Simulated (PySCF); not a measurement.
WCl₃, SMILES [Cl][W]([Cl])[Cl] (connectivity only; charge and spin as stated), neutral, multiplicity 4.

Geometry: B3LYP-D3(BJ)/def2-SVP. The spin state was assumed, not searched. The def2 effective core potentials stand for the cores of W; spin–orbit coupling is left out.

Two levels are set side by side: PBE/def2-TZVPD (PySCF) and M06-2X/def2-TZVPD (PySCF). Same geometry, gas phase. Differences are taken from unrounded values.

```csv
quantity,M06-2X
α-spin orbital gap (eV),6.01
β-spin orbital gap (eV),6.92
mean polarisability (bohr³),83.1
```

What does PBE give, and how far is it from M06-2X? (Estimate from the structure and the level; the computed values follow.)


| quantity | PBE | PBE minus M06-2X |
|---|---|---|
| α-spin orbital gap (eV) | 1.37 | -4.64 |
| β-spin orbital gap (eV) | 4.75 | -2.18 |
| mean polarisability (bohr³) | 89.8 | 6.7 |

Loosely held outer electrons make PBE densities more polarisable. Differences between two approximate levels are no errors against the true value.

Rough cost on one machine, each run with all the roots and properties that it gave: M06-2X against PBE within a factor of 2.
